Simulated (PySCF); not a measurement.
**FeH₃⁻, quintet: computed properties**

Method: UPBE0 in PySCF with Fe def2-TZVPD, H def2-TZVPD; no relativity; density-fitted integrals.

The structure is a minimum.

Coordinates in bohr (charge -1 multiplicity 5):
```
Fe    0.0000    0.0000    0.0000
H     3.2195    0.0000    0.0000
H    -1.6098    2.7882    0.0000
H    -1.6097   -2.7882    0.0000
```

```json
{"Point group": "D3h", "Bond lengths": "Fe–H 1.704 Å (×3)", "Bond angles": "H–Fe–H 120.0° (×3)", "Enthalpy at 298.15 K above 0 K": "11.66 kJ/mol", "Principal polarisabilities": "55.8, 65.9, 65.9 bohr³", "Highest occupied level (β)": "-0.83 eV", "Rotational symmetry number": "6", "Lowest empty level (β)": "3.78 eV", "Spin squared ⟨S²⟩": "6.024", "Rotational constants": "3.842, 3.842, 1.921 cm⁻¹", "Heat capacity Cp at 298.15 K": "49.7 J/(mol K)", "Zero-point energy": "35.3 kJ/mol", "Entropy at 298.15 K and 1 bar (electronic part: spin only)": "236.1 J/(mol K)", "Dipole moment about the centre of mass": "0.00 D", "Principal quadrupole moments (Buckingham, traceless) about the centre of mass": "-5.28, -5.28, 10.56 D Å"}
```

Harmonic modes (masses in u: Fe 55.935, H 1.008):
| symmetry | ω (cm⁻¹) | IR (km/mol, summed over degenerate members) | type |
| --- | --- | --- | --- |
| a2'' | 508 | 436 | bend |
| e' | 514 | 330 | bend |
| e' | 1442 | 1686 | stretch |
| a1' | 1474 | 0.0 | stretch |

In D3h the vibrations span a2'' + 2e' + a1'. The a1' mode carries no infrared intensity, as symmetry demands.

Charges (e); Mulliken and Löwdin values are unreliable with diffuse functions:
```tsv
atom	Mulliken	Löwdin	polar tensor	spin (Mulliken)	Mayer order to Fe1
Fe1	-0.66	-0.17	0.50	4.00	–
H2,3,4	-0.11	-0.28	-0.50	0.00	0.94
```

Mulliken populations on Fe1: s 7.24, p 13.09, d 6.32, f 0.00.

Outer orbital energies (eV). α occupied: -5.31, -5.31, -4.65, -4.65, -4.56, -2.80, -1.08, -1.08; empty: 3.80, 5.12, 5.12, 5.53. β occupied: -3.63, -2.12, -2.12, -0.83; empty: 3.78, 3.79, 3.93, 4.64.

Formally Fe is in oxidation state +2, d6, with 4 unpaired electrons (the high-spin count). The Mulliken spin on Fe is 4.00. The polar-tensor charge on Fe, 0.50, is far below the formal one.

Other isomers or separated fragments may lie lower. Open d and f shells are described by one determinant, and the ground state may have another occupation or spin. The lowest empty level of this anion is unbound, so it and the gap depend on the basis.

The final relaxation and frequency run took of the order of 2.1 core-minutes on a shared host.
